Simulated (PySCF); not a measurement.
Species: C8H12.
SMILES: `C(=C\C1CCC1)/C=C`

All values: CAM-B3LYP/def2-SVPD (PySCF, non-relativistic), on one gas-phase PBE0-D3(BJ)/def2-SVP geometry that isn't relaxed in the solvent. The solvent is an IEF-PCM continuum (Bondi radii, 1.10 Å for H, scaled by 1.2), and excitations are vertical TDDFT with non-equilibrium linear response and a frozen core. Only the electrostatic response of the medium enters.

Gas-phase singlets (H = HOMO, L = LUMO):

| state | E (eV) | λ (nm) | f | leading configurations |
| --- | --- | --- | --- | --- |
| S1 | 5.617 | 221 | 0.997 | H→L 98% |
| S2 | 6.503 | 191 | 0.000 | H→L+2 88% |
| S3 | 6.614 | 187 | 0.000 | H→L+3 74%, H→L+1 17% |
| S4 | 7.040 | 176 | 0.049 | H→L+1 44%, H→L+5 26% |
| S5 | 7.164 | 173 | 0.000 | H→L+7 68%, H→L+4 15% |

Q: What are the lowest 5 singlets in benzene (ε = 2.271)?

A: 
```
state  E (eV)  λ (nm)      f  leading configurations  change by rank (eV)
   S1   5.359     231  1.131                 H→L 98%               -0.258
   S2   6.577     189  0.000    H→L+2 47%, H→L+3 33%               +0.074
   S3   6.619     187  0.000    H→L+2 44%, H→L+3 39%               +0.005
   S4   7.096     175  0.071    H→L+1 36%, H→L+4 28%               +0.056
   S5   7.139     174  0.002    H→L+7 70%, H→L+5 13%               -0.025
```

Q: The ground-state energy changes by -0.045 eV from gas to benzene. By how much does the total energy of gas-phase S1 change?

A: E(S1) = E(S0) + excitation energy, so it changes by -0.045 − 0.258 = -0.303 eV: it is lowered more than the ground state, which is what a red shift means. This is the vertical state, with the slow part of the continuum still set for S0.

Q: How do the frontier levels move from gas to benzene?

A: 
```csv
orbital,gas (eV),solvent (eV),change (eV)
LUMO+2,1.68,1.79,+0.11
LUMO+1,1.56,1.66,+0.10
LUMO,0.32,0.34,+0.02
HOMO,-7.64,-7.63,+0.01
HOMO-1,-10.12,-10.03,+0.09
HOMO-2,-10.12,-10.05,+0.07
HOMO-3,-10.42,-10.32,+0.10
```

The HOMO–LUMO gap goes from 7.97 to 7.97 eV. Rows go by rank; for HOMO-3, HOMO-2 and HOMO-1 the atom shares or the degeneracy differ between the runs, so the row needn't follow one orbital.

Rough CPU time on one thread of a shared machine: about 2.3 min. This is the whole response run at CAM-B3LYP/def2-SVPD in benzene, SCF included.

Shape of the structure used: `[CH2:1]=[CH:2]/[CH:3]=[CH:4]/[CH:5]1[CH2:6][CH2:7][CH2:8]1`: C1–C2–C3–C4 180°, C3–C4–C5–C6 130°.
